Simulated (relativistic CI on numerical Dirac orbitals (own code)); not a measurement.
**Fe⁷⁺: M2,3 absorption edge**

Computed with this model: Dirac-Coulomb-Breit CI, orbitals from a KLI potential per configuration, QED by a radiative potential, valence Slater integrals scaled by 0.7, multiplet model of core-to-valence dipole absorption; configurations [Ar] 3d → [Ne] 3s2 3p5 3d2; 300 K; Lorentzian 0.8 eV and Gaussian 0.3 eV FWHM. Energies are those of the free ion, without screening or charge transfer. The branching ratio is the share of the lower-energy edge in the whole absorption, uncertain by about 0.02 where the edges overlap. S is read from ⟨S²⟩ = S(S + 1).

Field parameters in Wybourne normalisation: Td as Oh with Dq negative (B⁴₀ = 21Dq, B⁴₄ = √(5/14) B⁴₀). The field is a parameter set, without covalency.

Computed curve for Td, 10Dq = -2600 cm⁻¹, scaled to 100 at the maximum (points under 2 are left out and the grid is thinned):

Energy (eV), Intensity and a bar:
```
     57.2        2.0 
     62.7        2.1 
     62.9        2.3 
     63.1        2.7 
     63.3        3.1 
     63.6        3.8 #
     63.8        4.6 #
     64.0        5.6 #
     64.2        7.0 ##
     64.4        9.1 ##
     64.6       12.3 ###
     64.8       17.6 #####
     65.0       26.7 ########
     65.2       41.9 ############
     65.4       61.1 ##################
     65.7       68.6 ####################
     65.9       56.6 #################
     66.1       47.6 ##############
     66.3       42.4 ############
     66.5       34.1 ##########
     66.7       24.1 #######
     66.9       16.6 ####
     67.1       12.1 ###
     67.3        9.4 ##
     67.5        7.8 ##
     67.8        6.5 #
     68.0        6.2 #
     68.2        6.1 #
     68.4        6.2 #
     68.6        6.6 #
     68.8        7.4 ##
     69.0        8.6 ##
     69.2       10.5 ###
     69.4       13.5 ####
     69.6       18.5 #####
     69.9       32.5 #########
     70.1       45.0 #############
     70.3       53.3 ################
     70.5       55.1 ################
     70.7       54.6 ################
     70.9       58.6 #################
     71.1       73.5 ######################
     71.3       94.1 ############################
     71.5       99.5 ##############################
     71.7       81.3 ########################
     72.0       44.7 #############
     72.2       29.1 ########
     72.4       19.8 #####
     72.6       14.3 ####
     72.8       10.7 ###
     73.0        8.4 ##
     73.2        6.8 #
     73.4        5.6 #
     73.6        4.7 #
     73.8        4.0 #
     74.1        3.2 
     74.3        2.8 
     74.5        2.5 
     74.7        2.2 
     74.9        2.0
```

The ground state has S = 0.50, and the centroid lies at 68.84 eV.
